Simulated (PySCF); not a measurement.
# Stretching one bond of ClGeH2 cation

Calculated results; nothing here was measured. They come from PySCF 2.14.0, an open-source quantum chemistry program, on an isolated molecule that a program drew, which may never have been made. The molecule is ClGeH2 cation (charge +1, singlet), drawn as the SMILES string `[Cl][GeH2+]`.

The structure below is the HF double-zeta minimum with every atom moved a little at random, so it isn't optimised. Bond Ge2-H4 is then set to each length in the table by shifting atom 4 along it, with nothing else relaxed.
```xyz
4
ClGeH2 cation, angstrom
Cl   -0.4841    3.0306   -2.9710
Ge    0.3118    2.0933   -1.2032
H     1.4914    1.5284   -1.3166
H    -0.7524    2.0125   -0.1156
```

E is the energy above the same method's energy at the HF double-zeta minimum. IE is the energy to remove one electron at fixed geometry, to the doublet state of charge +2, as a difference of total energies. The basis family is cc-pV(n+d)Z, with UHF for radicals and no spin-orbit coupling. Best is HF at quadruple zeta, plus MP2 correlation extrapolated from triple and quadruple zeta, plus CCSD(T) minus MP2 at triple zeta, with a frozen core. The other columns are at triple zeta. Germanium has the cc-pVnZ-PP basis, with a core potential (ECP10MDF) in place of its 10 inner electrons, and its 3s, 3p and 3d shells are frozen in MP2 and coupled-cluster steps.

```
bond (Å),E wB97X (kcal/mol),E CCSD (kcal/mol),E CCSD(T) (kcal/mol),E best (kcal/mol),IE wB97X (eV),IE CCSD (eV),IE CCSD(T) (eV),IE best (eV),T1
1.3908,18.99,19.48,19.45,19.43,17.888,17.752,17.844,18.030,0.016
1.4958,15.47,15.60,15.51,15.53,17.856,17.725,17.816,18.001,0.016
1.5238,15.49,15.55,15.43,15.46,17.846,17.717,17.806,17.992,0.016
1.5818,?,?,?,?,?,?,?,?,?
1.9918,43.09,41.53,40.76,40.81,17.555,17.476,17.539,17.720,0.017
```

T1 is the CCSD diagnostic of the starting molecule.

**Estimate the best E and IE at 1.5818 Å from the other rows.**

A cubic in the inverse of the bond length through the other values of E best gives 16.28 kcal/mol there. A least-squares quadratic in the bond length through IE best gives 17.970 eV. The calculation gives 16.32 kcal/mol and 17.970 eV, so the fits miss by 0.04 kcal/mol and 0.000 eV. The same recipe one zeta lower moves these two values by 0.28 kcal/mol and 0.06 eV, a gauge of their own error. The rest of the row: E is 16.53 (wB97X), 16.44 (CCSD), 16.27 (CCSD(T)); IE is 17.824 (wB97X), 17.698 (CCSD), 17.786 (CCSD(T)); T1 is 0.016.
